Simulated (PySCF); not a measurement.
PySCF input for Zn(H)(GeH3) (GeH4Zn), SMILES [ZnH][GeH3], C-PCM-M06-2X/def2-SVP. Geometry: B3LYP-D3(BJ)/def2-TZVP.

```python
import numpy as np
from pyscf import gto, scf, dft
from pyscf.solvent import pcm

mol = gto.M(
    atom='''
    Zn   -0.00000000   -0.00000000    1.28468507
    H     0.00000000    0.00000000    2.84081379
    Ge    0.00000000    0.00000000   -1.13154255
    H     1.23563860   -0.71339628   -1.72400142
    H    -0.00000000    1.42679256   -1.72400142
    H    -1.23563860   -0.71339628   -1.72400141
    ''',
    basis='def2-SVP',
    charge=0,
    spin=0,
    max_memory=1600,
    verbose=3,
)
mf = dft.RKS(mol, xc='m06-2x').density_fit(auxbasis='def2-universal-jkfit')
mf.grids.level = 4
mf.conv_tol = 1e-9
mf.max_cycle = 100
mf.kernel()
res = {}
for name, eps in {'water': 78.355, 'toluene': 2.3741, 'N,N-dimethylformamide': 37.219}.items():
    s = mf.PCM()
    s.with_solvent.method, s.with_solvent.eps, s.with_solvent.lebedev_order = 'C-PCM', eps, 29
    s.kernel(mf.make_rdm1())
    res[name] = (s.e_tot, eps, s.dip_moment(), s.mo_energy, s.converged)
    print(f'{name}: electrostatic solvation free energy {(s.e_tot - mf.e_tot) * 627.509474:.3f} kcal/mol')
```

Program output:

```
converged SCF energy = -3858.23799906056

WARN: PCM is an experimental feature. It is still in testing.
Features and APIs may be changed in the future.

converged SCF energy = -3858.25737283682
Dipole moment(X, Y, Z, Debye): -0.00000, -0.00022,  1.16420
water: electrostatic solvation free energy -12.157 kcal/mol

WARN: PCM is an experimental feature. It is still in testing.
Features and APIs may be changed in the future.

converged SCF energy = -3858.24823268447
Dipole moment(X, Y, Z, Debye): -0.00000, -0.00009,  0.91352
toluene: electrostatic solvation free energy -6.422 kcal/mol

WARN: PCM is an experimental feature. It is still in testing.
Features and APIs may be changed in the future.

converged SCF energy = -3858.25702204578
Dipole moment(X, Y, Z, Debye): -0.00000, -0.00022,  1.15406
N,N-dimethylformamide: electrostatic solvation free energy -11.937 kcal/mol
```

The calculation finished and met its thresholds.

Cost: around 50 core-seconds (rough).
